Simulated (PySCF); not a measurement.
## Computed vibrations of Bi(NH2)5

Bi(NH2)5 (singlet). PySCF 2.14.0, RKS BP86, Bi def2-SVP with ECP60, N def2-SVP, H def2-SVP; non-relativistic Hamiltonian with scalar-relativistic core potentials where named; density fitting; no spin-orbit coupling. Central differences of gradients.

```xyz
16

Bi    0.0019    0.0000    0.0050
N    -1.2116    0.0000    1.8633
H    -0.8864    0.8221    2.4037
H    -0.8864   -0.8221    2.4037
N    -1.2592    0.0000   -1.7973
H    -0.9328   -0.8252   -2.3312
H    -0.9328    0.8252   -2.3312
N     2.2178    0.0000    0.1519
H     2.5062   -0.8224   -0.4083
H     2.5062    0.8224   -0.4083
N     0.0859    2.2509   -0.1684
H     0.5689    2.5875    0.6855
H    -0.8907    2.5776   -0.0439
N     0.0859   -2.2509   -0.1684
H    -0.8907   -2.5776   -0.0439
H     0.5689   -2.5875    0.6855
```

Run from Python with OMP_NUM_THREADS=4. Where DIIS fails, smearing, a level shift and second-order steps follow.
It took 4.6 min on 4 threads of Arm Neoverse V2, with other jobs on the host.

Problem. What are the harmonic wavenumbers and infrared intensities?

Solution. Modes are labelled in Cs; negative numbers are unstable modes, those under 60 cm⁻¹ near the noise; a finer grid moves soft modes by up to 10 cm⁻¹.
```csv
cm⁻¹,km/mol,symmetry
82,1.1,a'
88,13.5,a''
104,0.0,a'
150,2.5,a'
150,6.6,a''
151,11.4,a'
166,1.1,a''
168,7.1,a''
175,7.7,a''
210,59.6,a'
253,51.1,a''
286,0.0,a''
422,104.9,a''
425,0.5,a'
435,18.4,a'
452,59.2,a'
465,53.8,a'
697,85.7,a''
703,69.8,a'
721,112.7,a'
734,84.3,a'
736,0.6,a''
766,3.3,a'
817,77.6,a'
842,0.1,a''
870,39.1,a''
894,9.1,a''
1455,29.5,a'
1466,9.1,a'
1470,6.2,a'
1482,2.2,a''
1486,0.9,a'
3314,7.4,a''
3315,3.8,a'
3320,2.7,a'
3329,10.0,a'
3333,7.8,a'
3412,0.2,a''
3412,1.5,a'
3429,1.0,a''
3433,3.6,a''
3439,5.0,a''
```

Problem. Is this a minimum?

Solution. Yes. Ideal gas at 298.15 K and 1 bar: S = 457.6 J/(mol K), Cp = 187.1 J/(mol K), H − H(0 K) = 35.5 kJ/mol (rigid rotor, harmonic modes, spin degeneracy alone).
